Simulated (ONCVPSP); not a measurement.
u(r) = r·R(r): atom against pseudo-atom (Al)

Columns: radius, all-electron u(r) and pseudo u(r) of the 2p shell (level -77.89 eV) of aluminium in the configuration [He] 2s2 2p6 3s2; PBEsol, scalar-relativistic, ONCV scheme, ONCVPSP 4.0.1.

```csv
r (bohr),all-electron,pseudo
0.047,0.1138,0.0356
0.095,0.3447,0.1401
0.142,0.5859,0.2977
0.190,0.8031,0.4966
0.237,0.9717,0.7062
0.285,1.0969,0.9123
0.332,1.1764,1.0866
0.380,1.2204,1.2225
0.427,1.2337,1.3074
0.475,1.2234,1.3438
0.522,1.1958,1.3349
0.570,1.1547,1.2887
0.617,1.1054,1.2173
0.665,1.0491,1.1298
0.712,0.9905,1.0404
0.760,0.9290,0.9538
0.807,0.8687,0.8779
0.855,0.8079,0.8098
0.902,0.7501,0.7501
0.950,0.6932,0.6931
0.997,0.6401,0.6400
1.045,0.5887,0.5886
1.092,0.5414,0.5413
1.140,0.4961,0.4960
1.187,0.4547,0.4547
1.235,0.4154,0.4154
```

Q: How many radial nodes do the two functions have?

A: The all-electron 2p function has n − l − 1 = 0; the pseudo-wave has 0.

Q: At about which radius was the pseudo-wave matched?

A: 0.95 bohr, where the columns begin to agree (steps of 0.05 bohr).

Q: Where does each function peak?

A: Outermost all-electron maximum near 0.43 bohr, pseudo maximum near 0.47 bohr (to the table’s step).

Q: Is the pseudo-wave norm-conserving?

A: Yes: the ONCV scheme keeps the norm inside the radius equal to the all-electron one, which fixes the energy derivative of the logarithmic derivative at the level.
